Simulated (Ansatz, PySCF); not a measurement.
Bond stretch in BF, singlet.

RKS-PBE = restricted PBE/cc-pVTZ run with Ansatz (a program for electronic structure); UKS-PBE = unrestricted PBE/cc-pVTZ run with Ansatz; UKS-BHandHLYP = unrestricted BHandHLYP/cc-pVTZ (PySCF); UCCSD(T) = CCSD(T) on UHF/cc-pVTZ, 2 core orbitals frozen in PySCF 2.14.0.

Energies relative to the lowest point of each curve near equilibrium, in kcal/mol; the last columns give the difference from UCCSD(T):

```csv
R / Å,RKS-PBE,UKS-PBE,UKS-BHandHLYP,UCCSD(T),RKS-PBE − UCCSD(T),UKS-PBE − UCCSD(T),UKS-BHandHLYP − UCCSD(T)
0.94,147.6,147.6,138.3,149.1,-1.5,-1.5,-10.8
1.00,83.8,83.8,76.2,84.4,-0.7,-0.7,-8.2
1.07,38.4,38.4,32.9,38.5,-0.1,-0.1,-5.6
1.14,13.8,13.8,10.4,13.7,0.2,0.2,-3.3
1.20,3.6,3.6,1.9,3.4,0.2,0.2,-1.5
1.22,1.8,1.8,0.7,1.7,0.1,0.1,-1.0
1.26,0.0,0.0,0.0,0.0,0.0,0.0,0.0
1.29,0.0,0.0,0.8,0.1,-0.1,-0.1,0.7
1.34,1.9,1.9,4.0,2.3,-0.4,-0.4,1.7
1.40,6.3,6.3,10.0,7.2,-0.8,-0.8,2.9
1.48,14.6,14.6,20.3,16.2,-1.6,-1.6,4.1
1.55,23.0,23.0,30.3,25.3,-2.3,-2.3,5.0
1.69,40.8,40.8,50.9,44.6,-3.9,-3.9,6.3
1.88,64.1,64.1,77.5,70.1,-6.0,-6.0,7.4
2.09,87.1,87.1,103.1,95.1,-8.0,-8.0,8.1
2.27,103.9,103.9,122.0,115.8,-11.9,-11.9,6.2
2.50,121.8,121.8,140.3,136.9,-15.1,-15.1,3.5
2.75,137.0,137.0,152.1,155.2,-18.2,-18.2,-3.2
3.06,151.0,150.2,160.7,169.2,-18.2,-19.0,-8.5
3.41,161.9,158.9,166.1,175.0,-13.1,-16.1,-8.9
3.80,169.8,164.1,169.2,176.8,-7.0,-12.7,-7.6
4.44,177.2,168.4,171.1,177.5,-0.3,-9.1,-6.4
5.03,180.7,170.3,171.6,177.7,3.0,-7.4,-6.1
```

RKS-PBE is furthest from UCCSD(T) at 3.06 (-18.2 kcal/mol, below); its mean absolute difference over the points is 4.9 kcal/mol.

UKS-PBE is furthest from UCCSD(T) at 3.06 (-19.0 kcal/mol, below); its mean absolute difference over the points is 5.9 kcal/mol.

UKS-BHandHLYP is furthest from UCCSD(T) at 0.94 (-10.8 kcal/mol, below); its mean absolute difference over the points is 5.1 kcal/mol.

The restricted form behind RKS-PBE keeps the bonding electrons paired and can't separate into open-shell fragments. The unrestricted determinant behind UKS-PBE is spin-contaminated at 3.06 to 5.03 Å (<S²> up to 0.7, against 0.00 for a pure singlet). The unrestricted determinant behind UKS-BHandHLYP is spin-contaminated at 2.50 to 5.03 Å (<S²> up to 1.0, against 0.00 for a pure singlet). The unrestricted determinant behind UCCSD(T) is spin-contaminated at 1.48 to 5.03 Å (<S²> up to 1.0, against 0.00 for a pure singlet).
